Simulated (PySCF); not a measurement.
Magnetisability: SMILES C(#C)C[C@H]1CCO[SiH2]1, C6H10OSi

Cartesian coordinates in Å; atom numbers follow the order of the lines, from 1:
```xyz
18

C     3.4035   -0.0544    0.3761
C     2.4006   -0.4539   -0.1404
C     1.1575   -0.9270   -0.7164
C    -0.0442   -0.4808    0.1175
C    -0.1993    1.0431    0.1498
C    -1.6443    1.3338    0.5492
O    -2.4980    0.4009   -0.0781
Si   -1.7781   -1.0024   -0.5001
H     4.2920    0.2891    0.8152
H     1.1863   -2.0194   -0.7675
H     1.0677   -0.5424   -1.7364
H     0.1055   -0.8370    1.1424
H    -0.0251    1.4410   -0.8527
H     0.5012    1.5224    0.8344
H    -1.7697    1.2411    1.6338
H    -1.9617    2.3350    0.2460
H    -2.3438   -2.1136    0.2569
H    -1.8587   -1.1691   -1.9479
```

Computed, not measured: GIAO B3LYP/pcSseg-1 magnetisability, rotational g tensor and spin-rotation constants, non-relativistic, gas phase (PySCF). Geometry: GFN2-xTB.

(1) What are the magnetisability and the molar susceptibility?

(2) Split it along the inertial axes a, b, c into diamagnetic and paramagnetic parts about the centre of mass, with the quadrupole moment.

(3) And the rotational g tensor?

Results:

(1) Isotropic -1362 × 10⁻³⁰ J/T², or -82.0 × 10⁻⁶ cm³/mol; principal values -1407, -1358, -1322 × 10⁻³⁰ J/T², anisotropy 74 × 10⁻³⁰ J/T² (root of half the summed squared differences of the principal values). The susceptibility is in cgs units.

(2) 
```csv
axis,χ (10⁻⁶ cm³/mol),diamagnetic (10⁻⁶ cm³/mol),paramagnetic (10⁻⁶ cm³/mol),summed x² of all electrons (Å²),quadrupole Θ (D Å)
a,-82.3,-451.0,368.7,270.8,-7.48
b,-83.5,-1252.2,1168.8,81.9,+6.62
c,-80.3,-1496.5,1416.2,24.4,+0.85
```
Anisotropies 2χaa − χbb − χcc = -0.9 and 2χbb − χaa − χcc = -4.3 × 10⁻⁶ cm³/mol. Θ is traceless in Buckingham's convention.

(3) 
```tsv
axis	rotational constant (GHz)	g	nuclear part	electronic part
a	3.8673	-0.0278	0.6420	-0.6699
b	1.0253	-0.0108	0.5521	-0.5630
c	0.8502	-0.0089	0.5568	-0.5656
```
Asymmetric top; isotopes 12C, 1H, 16O, 28Si; no vibrational averaging.
